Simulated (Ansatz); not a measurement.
**Telling isomers of GeH5NaSi apart by their spectra**

These gas-phase data were calculated for one isomer of GeH5NaSi at PBE0-D3(BJ)/pcseg-1 (harmonic, unscaled wavenumbers; equilibrium rotational constants with average atomic masses):

- rotational constants: 8.759, 1.419, 1.257 GHz
- all wavenumbers above 1500 cm⁻¹: 2148, 2140, 2098, 2095, 2093
- dipole moment: 8.41 D (PBE0/def2-TZVPD)

Candidates:

(1) `[Na][SiH2][GeH3]`, a singlet
(2) `[Na][GeH2][SiH3]`, a singlet

Q: Which candidate do the data belong to? Where the bands don't settle it, estimate the moments of inertia from typical bond lengths.

A: Candidate (1). The rotational constants decide: (2) would give 6.606, 1.967, 1.571 GHz.

The same quantities for all candidates:

```
     rotational constants (GHz)   wavenumbers above 1500 cm⁻¹  dipole (D)  E above the lowest, PBE0-D3(BJ)/pcseg-1 (kcal/mol)
(1)         8.759, 1.419, 1.257  2148, 2140, 2098, 2095, 2093        8.41                                                 6.6
(2)         6.606, 1.967, 1.571  2202, 2193, 2191, 2037, 2030        8.50                                                 0.0
```

Harmonic stretches to hydrogen usually lie a few per cent above observed fundamentals. Programs: Ansatz 0.2.0.
